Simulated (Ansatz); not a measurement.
The pair A = C2H4 (SMILES C=C) (first 6 atoms), B = H2S (SMILES S); geometry from B3LYP-D3(BJ)/def2-TZVP.
(charge 0, multiplicity 1):
```xyz
9

C     -0.1732    -0.6733     0.0048
C     -0.0518     0.6397     0.1424
H     -1.1373    -1.1648     0.0548
H      0.6864    -1.3106    -0.1635
H      0.9122     1.1313     0.0924
H     -0.9116     1.2770     0.3107
S      0.4534    -0.4597     3.9712
H      0.2659    -0.3132     2.6474
H     -0.8598    -0.3585     4.2311
```

Frozen-core correlation. MP2 and its Hartree–Fock in aug-cc-pV(Q+d)Z, aug-cc-pV(T+d)Z are density fitted.

Codes used: Ansatz (Gaussian basis) for Hartree–Fock, density functionals and correlated methods. 

The counterpoise-corrected interaction energy is E(AB) − E(A in the pair's basis) − E(B in the pair's basis). Total energies (hartree):

```tsv
level	AB	A in the pair's basis	B in the pair's basis
HF/aug-cc-pV(T+d)Z	-476.7799979	-78.0649138	-398.7157985
MP2/aug-cc-pV(T+d)Z	-477.3185282	-78.4046738	-398.9111194
HF/aug-cc-pV(Q+d)Z	-476.7879984	-78.0695593	-398.7191602
MP2/aug-cc-pV(Q+d)Z	-477.3583306	-78.4276203	-398.9278400
MP2/aug-cc-pV(D+d)Z	-477.1907116	-78.3289886	-398.8594491
CCSD(T)/aug-cc-pV(D+d)Z	-477.2595270	-78.3692700	-398.8885464
```

Work out the counterpoise-corrected interaction energy at the basis-set limit: extrapolate the MP2 correlation part as X⁻³, take Hartree–Fock from the larger set, and add the CCSD(T) − MP2 difference of aug-cc-pV(D+d)Z.


1. Differences (1 hartree = 627.509 kcal/mol): HF/aug-cc-pV(T+d)Z 0.448; MP2/aug-cc-pV(T+d)Z -1.716; HF/aug-cc-pV(Q+d)Z 0.452; MP2/aug-cc-pV(Q+d)Z -1.801; MP2/aug-cc-pV(D+d)Z -1.427; CCSD(T)/aug-cc-pV(D+d)Z -1.073.
2. Correlation parts, MP2 less HF: -2.165 in aug-cc-pV(T+d)Z (X = 3), -2.254 in aug-cc-pV(Q+d)Z (X = 4).
3. Limit (4³·(-2.254) − 3³·(-2.165))/(4³ − 3³) = -2.319; with HF/aug-cc-pV(Q+d)Z it gives -1.866.
4. CCSD(T) less MP2 in aug-cc-pV(D+d)Z: 0.353.
Result: -1.51 kcal/mol, against -1.72 at MP2/aug-cc-pV(T+d)Z. It is an estimate of this method's limit, not of the exact value.

Ansatz is a program for electronic structure.
